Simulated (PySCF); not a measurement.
A side-by-side comparison of computed properties.

First species: C2H7ClSSi2.
Z-matrix (Å and degrees, GFN2-xTB geometry), rows numbered from 1:
```
Si
C   1  1.8816
C   2  1.3262  1  124.73
S   3  1.7625  2  122.97  1     0.91
Si  4  2.1538  3  100.21  2  -165.93
Cl  5  1.9976  4  107.21  3  -179.44
H   1  1.4660  2  106.60  3   166.57
H   1  1.4616  2  110.01  3    47.24
H   1  1.4638  2  109.54  3   -74.50
H   2  1.0825  1  118.68  3   179.81
H   3  1.0813  2  123.30  1  -180.00
H   5  1.4569  4  108.39  3    60.76
H   5  1.4567  4  108.10  3   -60.04
```

Second species: C6H5OP.
Structure used (GFN2-xTB), in Å, numbered top down from 1:
```xyz
13
C6H5OP angstrom
C      3.1802    1.7700   -1.0897
C      2.1460    1.2412   -0.7846
C      0.9602    0.5973   -0.3943
C     -0.2711    0.8316   -0.9320
O     -1.2672    0.1109   -0.4168
C     -0.8379   -0.7164    0.5501
C     -1.8784   -1.5734    1.1910
P      0.8488   -0.6499    0.8825
H      4.0757    2.2397   -1.3668
H     -0.5351    1.5214   -1.7136
H     -1.8916   -1.4227    2.2695
H     -1.6790   -2.6281    1.0034
H     -2.8550   -1.3213    0.7834
```

Levels: CAM-B3LYP/def2-SVPD for dipole moment, HOMO energy, LUMO energy, HOMO–LUMO gap, static isotropic polarisability and electronic spatial extent ⟨r²⟩ about the centre of nuclear charge; TDDFT CAM-B3LYP/def2-SVPD for lowest singlet excitation; TDA CAM-B3LYP/def2-SVPD for lowest triplet excitation (Tamm–Dancoff); GFN2-xTB for rotational constant A and rotational constant C. Geometries: GFN2-xTB. Each structure is a single optimised conformer of the isolated species, non-relativistic unless stated. Electronic properties by PySCF.

The conformers computed, where there is a choice (atom-mapped SMILES and torsion angles):
- `[SiH3:1]/[CH:2]=[CH:3]\[S:4][SiH2:5][Cl:6]`: C2–C3–S4–Si5 -166°, C3–S4–Si5–Cl6 -179°

Values for the first species:

- Dipole moment: 1.97 D
- HOMO energy: -8.08 eV
- LUMO energy: 0.27 eV
- HOMO–LUMO gap: 8.35 eV
- Lowest singlet excitation: 5.25 eV
- Lowest triplet excitation (Tamm–Dancoff): 3.74 eV
- Static isotropic polarisability: 114.3 au
- Electronic spatial extent ⟨r²⟩ about the centre of nuclear charge: 2109 bohr²
- Rotational constant A: 5.224 GHz
- Rotational constant C: 0.497 GHz

Q: Estimate the same properties for the second species, and the change in each.

A: 
```tsv
property	first	second	second less first
dipole moment	1.97 D	1.45 D	-0.52 D
HOMO energy	-8.08 eV	-7.89 eV	+0.19 eV
LUMO energy	0.27 eV	0.14 eV	-0.13 eV
HOMO–LUMO gap	8.35 eV	8.03 eV	-0.32 eV
lowest singlet excitation	5.25 eV	5.18 eV	-0.07 eV
lowest triplet excitation (Tamm–Dancoff)	3.74 eV	3.12 eV	-0.62 eV
static isotropic polarisability	114.3 au	96.9 au	-17.4 au
electronic spatial extent ⟨r²⟩ about the centre of nuclear charge	2109 bohr²	1177 bohr²	-932 bohr²
rotational constant A	5.224 GHz	4.960 GHz	-0.264 GHz
rotational constant C	0.497 GHz	0.951 GHz	+0.454 GHz
```

On the first: The principal polarisabilities are 83.6, 99.7 and 159.6 au; their mean is the isotropic value. The vertical singlet–triplet gap S1 − T1 is 1.51 eV (TDDFT singlet less Tamm–Dancoff triplet; S1: HOMO→LUMO+1, weight 0.57; T1: HOMO→LUMO, weight 0.73).

On the second: S1 lies 2.85 eV below the HOMO–LUMO gap; its leading configuration is HOMO→LUMO, weight 0.90. No computed singlet falls in the visible range (750 to 380 nm, 1.65 to 3.26 eV); S1 lies 1.92 eV above its blue end. GFN2-xTB frequencies show an imaginary mode (80i cm⁻¹), so this geometry is no minimum at that level.
